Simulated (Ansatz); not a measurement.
`Cl[Si](Cl)(Cl)[GeH3]` + `CC(C)N` → `CC(C)N[Si](Cl)(Cl)Cl` + GeH₄ at 500 K and 1 bar (cleavage of the Si–Ge bond).

Gas-phase electronic energies from Ansatz, PBE0-D4/def2-TZVP geometries. CCSD(T)/CBS is the MP2 limit (def2-TZVPP, def2-QZVPP) plus CCSD(T) − MP2 in def2-TZVPP, frozen cores. For Ge outer-core shells are correlated without core-valence functions, which leaves a few kJ/mol of doubt a bond. Scalar relativity is left out up to krypton. One conformer a species, not always the lowest.

| species | CCSD(T)/CBS energy (Eh) | H − E (kJ/mol) | S (J/(mol·K)) |
| --- | --- | --- | --- |
| `Cl[Si](Cl)(Cl)[GeH3]` | -3746.48623 | 128.3 | 457.4 |
| `CC(C)N` | -174.28253 | 357.8 | 357.5 |
| `CC(C)N[Si](Cl)(Cl)Cl` | -1842.29631 | 377.9 | 559.5 |
| GeH₄ | -2078.49493 | 99.4 | 244.6 |

H − E and S are ideal-gas, rigid-rotor, harmonic terms from PBE0-D4/def2-TZVP, for one conformer and one mirror image of each species. 1 Eh = 2625.50 kJ/mol, R = 8.31446 J/(mol·K).

By hand: ΔE, ΔH, ΔS and ΔG.

ΔE = (-1842.29631) + (-2078.49493) − (-3746.48623) − (-174.28253) = -0.02248 Eh = -59.0 kJ/mol. Δ(H − E) = 377.9 + 99.4 − 128.3 − 357.8 = -8.8, so ΔH = -67.8 kJ/mol. ΔS = 559.5 + 244.6 − 457.4 − 357.5 = -10.8 J/(mol·K). ΔG = -67.8 − 500 × (-10.8)/1000 = -62.4 kJ/mol.

By hand: the equilibrium constant, and the temperature at which ΔG would vanish if ΔH and ΔS stayed fixed.

log₁₀ K = −ΔG/(RT ln 10) = 6.5. ΔG = 0 at ΔH/ΔS = 6278 K, far beyond where these terms or the molecules hold.

The number of gas molecules stays the same, so ΔS is small and ΔH decides. A doubt of 5 kJ/mol in ΔE shifts log₁₀ K by 0.5 here. Other conformers and mirror images would add mixing entropy, several J/(mol·K) or more a flexible species. Modes under 60 cm⁻¹, often nearly free rotors, make the harmonic entropy too high. These are equilibria of isolated gas molecules and say nothing of rates. Largest T1 diagnostic: 0.012 (customary marks: 0.02 for closed shells, 0.045 for open ones).
